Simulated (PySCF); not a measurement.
Undecacarbon chain, C₁₁ (singlet state).
SMILES with atom numbers: `[C:1]=[C:2]=[C:3]=[C:4]=[C:5]=[C:6]=[C:7]=[C:8]=[C:9]=[C:10]=[C:11]`
Bond orders are those of one Lewis drawing.

Computed by this run: PySCF, PBE0-D3(BJ)/def2-SVP geometry optimisation, gas phase; density fitting, grid level 1; the optimiser is geomeTRIC in internal coordinates, started from a GFN2-xTB structure with every atom displaced at random (about 0.01 Å).

Step 0: E = -11369.9671 eV
```
atom  x, y, z in Å  |  force x, y, z in eV/Å
C1      5.4337   -3.1067    1.5565   -1.041   0.603  -0.271
C2      4.3285   -2.4705    1.2719    0.560  -0.407   0.148
C3      3.2158   -1.8425    0.9830    4.499  -2.490   1.159
C4      2.1950   -1.2273    0.7139   -4.938   2.681  -1.276
C5      1.0752   -0.6208    0.4276    1.148  -0.466   0.314
C6     -0.0041    0.0042    0.1585    1.675  -1.023   0.409
C7     -1.0675    0.6132   -0.1166   -1.285   0.775  -0.357
C8     -2.1436    1.2390   -0.4017   -0.526   0.252  -0.012
C9     -3.2357    1.8482   -0.6522    0.102  -0.045  -0.138
C10    -4.3367    2.4624   -0.9449    0.634  -0.345   0.239
C11    -5.4226    3.0750   -1.2267   -0.828   0.465  -0.215
```

**Question.** Estimate the geometry and energy of step 1. (The exact step hangs on the optimiser's Hessian estimate; all steps are aligned on step 0, rigid shifts and turns removed.)

**Answer.** E = -11370.1508 eV, largest force 0.271 eV/Å
```
atom  x, y, z in Å  |  force x, y, z in eV/Å
C1      5.3398   -3.2575    1.6492   -0.182   0.180  -0.088
C2      4.3333   -2.5202    1.3024    0.131  -0.101   0.047
C3      3.2866   -1.8246    0.9771   -0.094  -0.012  -0.007
C4      2.2351   -1.1654    0.6678    0.066  -0.071   0.044
C5      1.1436   -0.5450    0.3871    0.161  -0.043   0.037
C6      0.0541    0.0700    0.1154    0.058  -0.031  -0.006
C7     -1.0437    0.6688   -0.1550   -0.026   0.003  -0.021
C8     -2.1504    1.2610   -0.4256   -0.085   0.060   0.053
C9     -3.2613    1.8438   -0.6614    0.021  -0.042  -0.069
C10    -4.3906    2.4266   -0.9167    0.050   0.008   0.031
C11    -5.5086    3.0167   -1.1709   -0.101   0.049  -0.021
```

The energy changes by -0.1838 eV. The first-order estimate −F·Δx gives -0.3979 eV and the mean of the old and new forces, exact on a quadratic surface, -0.1940 eV. The step makes an angle of 82° with the force vector and moves no atom by more than 0.200 Å.

The cost below is that of the whole optimisation. On one thread of an AMD EPYC 7R43, shared host with 256 logical CPUs at a one-minute load of 97, this took 68 s and 0.57 GiB of memory at its peak.
